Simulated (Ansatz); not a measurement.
```xyz
10

C    -0.2141   -0.1963    1.2090
N    -0.3892   -0.6910   -0.1367
C     0.6201   -0.3424   -1.0699
As   -1.1367    0.4643   -1.4560
H    -1.1728   -0.1933    1.7298
H     0.4668   -0.8646    1.7474
H     0.2046    0.8222    1.2416
H     1.3986    0.3528   -0.7544
H     0.9463   -1.1275   -1.7455
H    -0.7235    1.7759   -0.7655
```

Charge 0, multiplicity 1.

Problem. List the ωB97M-V/def2-TZVPP orbital energies in eV (Ansatz 0.2.0). (An estimate is asked.)

Solution. Ansatz gave: Occupied: -11604.86, -1472.93, -1314.21, -1314.18, -1314.16, -395.00, -282.54, -282.07, -195.34, -141.49, -141.36, -141.33, -47.85, -47.80, -47.79, -47.67, -47.66, -28.76, -23.01, -19.55, -18.96, -16.02, -15.29, -14.50, -13.37, -11.87, -10.78, -10.02, -8.72. Lowest empty: 1.53, 2.29, 3.07, 3.50, 4.23, 4.51, 4.93, 5.03.
